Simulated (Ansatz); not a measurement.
`O[SiH2]CCl` + `SC1=C[SiH2]1` → `O[SiH](S)CCl` + `C1=C[SiH2]1`  (redistribution)

Computed with Ansatz on PBE0-D4/def2-TZVP structures; ΔE is electronic, products minus reactants. CCSD(T)/CBS is the MP2 limit (def2-TZVPP, def2-QZVPP) plus CCSD(T) − MP2 in def2-TZVPP, frozen cores. DFT in def2-TZVPP. B3LYP here is the variant with VWN-RPA as its local correlation; programs differ in this. HSE06 is defined as in plane-wave codes. One conformer a species, not always the lowest.

```json
{"level": "LDA (SPW92)", "ΔE (kcal/mol)": "-18.3", "difference from CCSD(T)/CBS": "3.1"}
{"level": "PBE-D4", "ΔE (kcal/mol)": "-18.7", "difference from CCSD(T)/CBS": "2.7"}
{"level": "BLYP-D4", "ΔE (kcal/mol)": "-18.3", "difference from CCSD(T)/CBS": "3.1"}
{"level": "r2SCAN-D4", "ΔE (kcal/mol)": "-19.9", "difference from CCSD(T)/CBS": "1.5"}
{"level": "B97M-V", "ΔE (kcal/mol)": "-20.4", "difference from CCSD(T)/CBS": "1.0"}
{"level": "PBE0-D4", "ΔE (kcal/mol)": "-20.0", "difference from CCSD(T)/CBS": "1.4"}
{"level": "B3LYP-D4", "ΔE (kcal/mol)": "-19.4", "difference from CCSD(T)/CBS": "2.0"}
{"level": "r2SCANh-D4", "ΔE (kcal/mol)": "-20.2", "difference from CCSD(T)/CBS": "1.2"}
{"level": "r2SCAN0-D4", "ΔE (kcal/mol)": "-20.7", "difference from CCSD(T)/CBS": "0.7"}
{"level": "HSE06-D4", "ΔE (kcal/mol)": "-19.9", "difference from CCSD(T)/CBS": "1.5"}
{"level": "BHLYP-D4", "ΔE (kcal/mol)": "-20.7", "difference from CCSD(T)/CBS": "0.7"}
{"level": "CAM-B3LYP-D4", "ΔE (kcal/mol)": "-20.1", "difference from CCSD(T)/CBS": "1.3"}
{"level": "ωB97X-V", "ΔE (kcal/mol)": "-20.8", "difference from CCSD(T)/CBS": "0.6"}
{"level": "ωB97M-V", "ΔE (kcal/mol)": "-21.6", "difference from CCSD(T)/CBS": "-0.2"}
{"level": "B2PLYP", "ΔE (kcal/mol)": "-19.5", "difference from CCSD(T)/CBS": "1.9"}
{"level": "PBE-QIDH", "ΔE (kcal/mol)": "-20.6", "difference from CCSD(T)/CBS": "0.8"}
{"level": "PBE", "ΔE (kcal/mol)": "-18.3", "difference from CCSD(T)/CBS": "3.1"}
{"level": "BLYP", "ΔE (kcal/mol)": "-17.4", "difference from CCSD(T)/CBS": "4.0"}
{"level": "r2SCAN", "ΔE (kcal/mol)": "-19.7", "difference from CCSD(T)/CBS": "1.7"}
{"level": "PBE0", "ΔE (kcal/mol)": "-19.6", "difference from CCSD(T)/CBS": "1.8"}
{"level": "r2SCAN0", "ΔE (kcal/mol)": "-20.6", "difference from CCSD(T)/CBS": "0.8"}
{"level": "HSE06", "ΔE (kcal/mol)": "-19.5", "difference from CCSD(T)/CBS": "1.9"}
{"level": "BHLYP", "ΔE (kcal/mol)": "-20.0", "difference from CCSD(T)/CBS": "1.4"}
{"level": "CAM-B3LYP", "ΔE (kcal/mol)": "-19.6", "difference from CCSD(T)/CBS": "1.8"}
{"level": "LC-ωPBE", "ΔE (kcal/mol)": "-20.9", "difference from CCSD(T)/CBS": "0.5"}
{"level": "RPA@PBE/def2-TZVPP", "ΔE (kcal/mol)": "-19.7", "difference from CCSD(T)/CBS": "1.7"}
{"level": "HF/def2-SVP", "ΔE (kcal/mol)": "-21.1", "difference from CCSD(T)/CBS": "0.3"}
{"level": "MP2/def2-SVP", "ΔE (kcal/mol)": "-19.1", "difference from CCSD(T)/CBS": "2.3"}
{"level": "CCSD/def2-SVP", "ΔE (kcal/mol)": "-19.6", "difference from CCSD(T)/CBS": "1.8"}
{"level": "CCSD(T)/def2-SVP", "ΔE (kcal/mol)": "-19.1", "difference from CCSD(T)/CBS": "2.3"}
{"level": "HF/def2-TZVPP", "ΔE (kcal/mol)": "-21.0", "difference from CCSD(T)/CBS": "0.4"}
{"level": "MP2/def2-TZVPP", "ΔE (kcal/mol)": "-20.5", "difference from CCSD(T)/CBS": "0.9"}
{"level": "SCS-MP2/def2-TZVPP", "ΔE (kcal/mol)": "-20.0", "difference from CCSD(T)/CBS": "1.4"}
{"level": "CCSD/def2-TZVPP", "ΔE (kcal/mol)": "-21.1", "difference from CCSD(T)/CBS": "0.3"}
{"level": "HF/def2-QZVPP", "ΔE (kcal/mol)": "-20.8", "difference from CCSD(T)/CBS": "0.6"}
{"level": "MP2/def2-QZVPP", "ΔE (kcal/mol)": "-20.8", "difference from CCSD(T)/CBS": "0.6"}
{"level": "SCS-MP2/def2-QZVPP", "ΔE (kcal/mol)": "-20.3", "difference from CCSD(T)/CBS": "1.1"}
{"level": "HF/CBS(def2)", "ΔE (kcal/mol)": "-20.8", "difference from CCSD(T)/CBS": "0.6"}
{"level": "MP2/CBS(def2)", "ΔE (kcal/mol)": "-21.0", "difference from CCSD(T)/CBS": "0.4"}
{"level": "CCSD/CBS(def2)", "ΔE (kcal/mol)": "-21.7", "difference from CCSD(T)/CBS": "-0.3"}
{"level": "CCSD(T)/CBS", "ΔE (kcal/mol)": "-21.4", "difference from CCSD(T)/CBS": "0"}
```

Task: What do rigid-rotor, harmonic-oscillator terms from PBE0-D4/def2-TZVP frequencies (298.15 K, 1 bar) make of the CCSD(T)/CBS value? (An estimate is asked.)

Result: Computed: ΔZPE = +0.9 kcal/mol, ΔH = -20.3 kcal/mol, ΔS = -1 J/(mol·K), ΔG = -20.2 kcal/mol. Modes under 50 cm⁻¹ make the entropy rough.

Largest T1 diagnostic among the species: 0.014.

At CCSD(T), def2-SVP lies +2.3 kcal/mol from the extrapolated value and def2-TZVPP +0.5 kcal/mol. From PBE to PBE0 (25 % exact exchange), in def2-TZVPP and without D4, ΔE moves by −1.3 kcal/mol. Leaving LDA and LC-ωPBE aside and taking each functional with its dispersion term where it has one, the values spread over 3.2 kcal/mol, from ωB97M-V to BLYP-D4.
